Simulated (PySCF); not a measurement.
**Worked example: refractive index and permittivity of the vapour**

BeF2, SMILES [F][Be][F].

Coordinates come from a PBE0-D3(BJ)/def2-TZVP optimisation. The isomer is the one that the SMILES or the coordinates give; other isomers of the formula were not compared.

ωB97X/def2-TZVPD in PySCF gives a mean static polarisability of 13.9 bohr³ and a dipole moment of 0.00 D. Take an ideal gas at 298.15 K and 0.1 bar, whether or not the substance is that volatile.

Problem. Work out n − 1 in the optical limit and the static ε − 1.

Solution. 
Polarisability volume α' = 13.9 × 0.148185 = 2.06 Å³. Number density N = p/kT = 2.43e-6 Å⁻³.
Dilute limit of Lorentz–Lorenz: n − 1 = 2π N α' = 3.1e-5.
Orientation term of Debye: μ²/(3kT) = 8.098 Å³ × μ²(D²) = 0.00 Å³.
ε − 1 = 4π N (α' + μ²/3kT) = 6.3e-5. With no permanent dipole, ε equals n² in this model. Vibrational polarisation and dispersion are left out.
